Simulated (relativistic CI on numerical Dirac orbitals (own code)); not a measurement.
# Hyperfine structure of Dy XL, mass number 163

Computed by Dirac-Coulomb-Breit CI, KLI orbitals optimised for each configuration, a model potential for QED, unscaled Slater integrals (own radial code, finite nucleus).

Configuration list (outside the closed core [Ne]): 3s²3p⁶3d⁹, 3s²3p⁵3d¹⁰, 3s3p⁶3d¹⁰, 3s²3p⁶3d⁸4s, 3s²3p⁶3d⁸4p, 3s²3p⁶3d⁸4d, 3s²3p⁴3d¹⁰4s, 3s²3p⁴3d¹⁰4p, 3s²3p⁵3d⁹4s, 3s²3p⁶3d⁸4f, 3s²3p⁴3d¹⁰4d, 3s²3p⁵3d⁹4p, 3s3p⁵3d¹⁰4s, 3s²3p⁶3d⁷4s², 3s3p⁵3d¹⁰4p, 3s²3p⁵3d⁹4d. Levels of other configurations are missing.

Nuclear spin I = 5/2, μ = 0.671 μN, Q = 2.65 b (tables of Stone and Pyykkö). The electronic factors are computed for point nuclear moments, without core polarisation or the Bohr-Weisskopf and QED corrections.

```json
{"Level": "3s²3p⁶3d⁹ ²D5/2", "E (eV)": "0.00", "A (GHz)": "6.648", "B (GHz)": "-134"}
{"Level": "3s²3p⁶3d⁹ ²D3/2", "E (eV)": "37.92", "A (GHz)": "16.7", "B (GHz)": "-106"}
{"Level": "3s²3p⁵3d¹⁰ ²P°3/2", "E (eV)": "364.23", "A (GHz)": "32.58", "B (GHz)": "-627"}
{"Level": "3s²3p⁵3d¹⁰ ²P°1/2", "E (eV)": "539.72", "A (GHz)": "252.2", "B (GHz)": ""}
{"Level": "3s3p⁶3d¹⁰ ²S1/2", "E (eV)": "738.39", "A (GHz)": "805.9", "B (GHz)": ""}
{"Level": "3s²3p⁶3d⁸4s ⁴F9/2", "E (eV)": "1166.34", "A (GHz)": "36.31", "B (GHz)": "-90.2"}
{"Level": "3s²3p⁶3d⁸4s ²F7/2", "E (eV)": "1168.98", "A (GHz)": "-22.83", "B (GHz)": "-83.7"}
{"Level": "3s²3p⁶3d⁸4s ²D3/2", "E (eV)": "1176.02", "A (GHz)": "-46.17", "B (GHz)": "49.8"}
```

Levels with J = 0, under 50 % of one LS term, or S terms without an open s electron are left out. Small factors come from cancelling terms and can be off by tens of per cent or more.

At this charge energies of transitions that change n are usually good to better than 1 %, and those within a shell (Δn = 0) to a few per cent.

**Question.** Give the hyperfine levels of 3s²3p⁶3d⁹ ²D5/2 relative to its centre of gravity.

**Answer.** With K = F(F + 1) − I(I + 1) − J(J + 1), E = AK/2 + B[¾K(K + 1) − I(I + 1)J(J + 1)]/[2I(2I − 1)J(2J − 1)]: F = 0: -151.9, F = 1: -113.1, F = 2: -47.59, F = 3: 20.54, F = 4: 55.16, F = 5: 8.084 GHz.

LS names give the leading component of a level, which can be under half, so a name can repeat, a term be missing and a line seem to break the LS rules.
